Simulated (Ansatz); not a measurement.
Reactions of CH$_{7}$NSi$_{2}$ (`N=C([SiH3])[SiH3]`).

Program: Ansatz. Geometries: PBE0-D4/def2-TZVP. ΔE: electronic, gas phase. CCSD(T)/CBS adds triple-zeta CCSD(T) − MP2 to the extrapolated MP2 energy (def2 sets, frozen cores). This one scheme is used for every species. Double bonds are as drawn, so ΔE can hold a change between cis and trans. For Ge outer-core shells are correlated without core-valence functions, which leaves a few kJ/mol of doubt a bond. Scalar relativity is left out up to krypton. One conformer a species, not always the lowest.

(1) Order these by ΔE at CCSD(T)/CBS, lowest first. (Best estimate.)
A. `N=C([SiH3])[SiH3]` + H₂O → `N=C(O)[SiH3]` + SiH₄
B. `N=C([SiH3])[SiH3]` + `C[O][GeH]([OH])[Cl]` → `C[O][GeH]([Cl])[O][SiH3]` + `N=C[SiH3]`
C. `N=C([SiH3])[SiH3]` + `B/C=C/O` → `B/C=C/O[SiH3]` + `N=C[SiH3]`
D. `N=C([SiH3])[SiH3]` + `C=CCS` → `C=CCS[SiH3]` + `N=C[SiH3]`
E. `N=C([SiH3])[SiH3]` + `FCCl` → `FC([SiH3])Cl` + `N=C[SiH3]`

Largest T1 diagnostic: 0.014, for `N=C(O)[SiH3]`.

Answers

(1) B (-1.16 eV), C (-0.85 eV), D (-0.74 eV), A (-0.07 eV), E (+0.12 eV).
